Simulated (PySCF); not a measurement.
C3H3BrF2, SMILES FC(F)/C=C\Br.

The structure is a stationary point at B3LYP-D3(BJ)/def2-SVP. The structure was generated by enumeration; whether it is a known compound was not checked. The values are those of a single conformer.

Two levels are set side by side: PBE/def2-TZVP (PySCF) and r2SCAN/def2-TZVP (PySCF). Same geometry, gas phase. Differences are taken from unrounded values.

```csv
quantity,r2SCAN
orbital gap (eV),5.15
highest occupied level (eV),-7.02
lowest empty level (eV),-1.87
dipole moment (D),1.83
mean polarisability (bohr³),57.5
```

Question: What does PBE give, and how far is it from r2SCAN? (An estimate is asked for; the answer gives what the named calculation found.)

Answer: 
```json
[
 {"quantity": "orbital gap (eV)", "PBE": "4.73", "PBE minus r2SCAN": "-0.43"},
 {"quantity": "highest occupied level (eV)", "PBE": "-6.76", "PBE minus r2SCAN": "0.26"},
 {"quantity": "lowest empty level (eV)", "PBE": "-2.03", "PBE minus r2SCAN": "-0.16"},
 {"quantity": "dipole moment (D)", "PBE": "1.77", "PBE minus r2SCAN": "-0.06"},
 {"quantity": "mean polarisability (bohr³)", "PBE": "58.8", "PBE minus r2SCAN": "1.3"}
]
```

Rough cost on one machine, each run with all the roots and properties that it gave: r2SCAN against PBE about 3 times.
